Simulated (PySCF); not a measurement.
**Adding and removing an electron: TlSb**

PBE; Tl def2-SVP with ECP60, Sb def2-SVP with ECP28; scalar-relativistic core potentials (PySCF 2.14). Neutral (UKS): triplet (π ↑↑), Re = 3.042 Å, ωe = 120 cm⁻¹, De = 1.77 eV, HOMO -4.03 eV, LUMO -3.56 eV.

TlSb⁺ (UKS): quartet (σ ↑, π ↑↑), Re = 3.294 Å, ωe = 67.4 cm⁻¹. The energies at the minima are -412.79679 hartree for TlSb and -412.55374 for TlSb⁺.

Work out the adiabatic ionisation energy, without and with harmonic zero-point energies (1 hartree = 27.2114 eV, 1 eV = 8065.5 cm⁻¹), and the change of the bond length.

At PBE: 0.24305 hartree = 6.614 eV between the minima; the zero-point term (67.4 − 120.0)/2 cm⁻¹ = -0.003 eV makes it 6.610 eV. Re changes by +25.2 pm against the neutral. The electron leaves a σ orbital, and the longer bond of the ion fits a bonding orbital, or a change in how ionic the bond is.

These are scalar-relativistic numbers at best; spin–orbit coupling would shift them, the dissociation energy most. States were picked by a PBE0 search and need not be the measured ground states.
